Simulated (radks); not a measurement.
Values are calculated unless marked as measured or tabulated.
Effect of the nuclear size on the neodymium ion Nd+, [Xe] 4f4 6s1. Level of theory: Dirac Kohn-Sham, LDA (Slater exchange, Perdew-Wang correlation), spin-unpolarised, spherical densities, finite nucleus; open shells are shared between the two j in proportion to 2j + 1; Fermi nuclear charge, rms radius 4.9123 fm (a radial shooting solver on a logarithmic mesh with Libxc functionals). The rms radius is varied about that value; shifts are against it.

rms radius (fm),total energy shift (eV),density at nucleus (e/bohr^3),1s1/2 shift (meV),2s1/2 shift (meV),5s1/2 shift (meV),5p1/2 shift (meV),6s1/2 shift (meV),4f7/2 shift (meV),6p1/2 (empty) shift (meV)
4.087,-4.00,4.707e+05,-1660,-206,-1.57,0.150,-0.156,0.274,0.048
4.7207,-0.980,4.558e+05,-406,-50.5,-0.384,0.037,-0.038,0.067,0.012
4.9123,0,4.518e+05,0.000,0.000,0.000,0.000,0.000,0.000,0.000
5.207,1.57,4.46e+05,650,80.8,0.614,-0.059,0.061,-0.107,-0.019
6.0618,6.51,4.311e+05,2700,336,2.55,-0.244,0.254,-0.445,-0.079

Slopes of the eigenvalues against <r^2> in GHz/fm^2, as finite differences over the two radii next to the reference (eigenvalue slopes, not the field-shift constants of lines): 1s1/2 52900, 2s1/2 6580, 5s1/2 50.0, 5p1/2 -4.79, 6s1/2 4.97, 4f7/2 -8.72, 6p1/2 (empty) -1.54.
